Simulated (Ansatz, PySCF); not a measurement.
Pair of molecules: HF (SMILES F) (first 2 atoms) with H2 (SMILES [H][H]); geometry from B3LYP-D3(BJ)/def2-TZVP.
(charge 0, multiplicity 1):
```xyz
4

F      0.06905     0.09157    -0.12666
H      0.10901     0.08216     0.79901
H      0.56771     0.08013     2.71751
H     -0.17688     0.04173     2.75039
```

Counterpoise-corrected where a basis set is named; no monomer relaxation. Rows marked so take none.

Cores are frozen in the correlated methods. Rows in 3-21G, 6-31G*, STO-3G carry no dispersion term and start afresh at each structure (6-31G* with six Cartesian d functions).

Run with Ansatz (an electronic-structure program) with Gaussian orbitals; PySCF for 3-21G rows, 6-31G* rows, STO-3G rows, the dispersion terms. Values without a source in brackets are computed.

```csv
level,interaction energy (kJ/mol)
HF/STO-3G (no counterpoise),8.6
HF/3-21G (no counterpoise),2.0
HF/6-31G* (no counterpoise),2.3
PBE-D4/def2-TZVPPD,-6.5
revPBE/def2-TZVPPD,-2.1
revPBE-D4/def2-TZVPPD,-4.1
BHLYP-D3(BJ)/def2-TZVPPD,[?]
MP2/aug-cc-pVDZ,-3.3
SCS-MP2/aug-cc-pVQZ,-3.3
```

Problem. What belongs in the gaps?

Solution. 
- BHLYP-D3(BJ)/def2-TZVPPD, interaction energy (kJ/mol): -5.6
